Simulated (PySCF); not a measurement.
NaF, SMILES [Na][F]. Heavy atoms are numbered as in [Na:1][F:2].

Geometry: B3LYP-D3(BJ)/def2-TZVPD.

Computed with PySCF with B3LYP/pcSseg-2.

GIAO shieldings, no solvent; atoms alike by connectivity are averaged. δ = σ(ref) − σ: ¹⁹F against CFCl3 (σ = 159.6 ppm), references at their B3LYP-D3(BJ)/def2-TZVP geometries, non-relativistic.

Computed chemical shifts:
```csv
nucleus,atoms,count,δ (ppm)
¹⁹F,F2,1,-277.6
```
